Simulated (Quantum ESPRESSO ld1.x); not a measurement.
Question: Co25+, configuration [He]. Calculated with ld1.x of Quantum ESPRESSO 7.5: scalar-relativistic Kohn-Sham, relativistic LDA (MacDonald-Vosko exchange, VWN5 correlation), spin-unpolarised, spherical densities, point nucleus. Some entries of the table are withheld. Estimate them.

| orbital | occ. | eigenvalue (eV) | <r> (bohr) |
|---|---|---|---|
| 1s | 2 | (1) | (2) |
| 2s | 0 | (3) | 0.2283 |
| 2p | 0 | (4) | (5) |

Answer: 
(1) 1s eigenvalue (eV): -9344.44
(2) 1s <r> (bohr): 0.05584
(3) 2s eigenvalue (eV): -2240.53
(4) 2p eigenvalue (eV): -2190.98
(5) 2p <r> (bohr): 0.1936
